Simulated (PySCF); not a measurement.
In²⁺: excitation energy

In²⁺ [Kr] 4d10 5s1 (2S) → In²⁺ [Kr] 4d10 5p1 (2P), as a difference of total energies. Computed with PySCF 2.14 in x2c-QZVPPall with one added diffuse shell each of s, p, d, f type (14s10p8d5f1g, 128 functions), with the spin-free X2C one-electron Hamiltonian (Gaussian nucleus). Correlated levels: valence and next inner shell: [Ar] 3d10 frozen. The calculations carry no spin-orbit coupling.

```tsv
method	excitation energy (eV)
UHF	7.011
LDA	7.558
PBE	7.372
PBE0	7.320
r2SCAN	7.291
MP2 (valence and next inner shell)	7.527
SCS-MP2 (valence and next inner shell)	7.442
```

Problem. How much does correlation contribute at MP2 (valence and next inner shell)?

Solution. 7.527 − (7.011) = 0.516 eV, measured against UHF.

A first-order spin-orbit estimate (lowest level to lowest level, LS coupling) adds -0.290 eV.
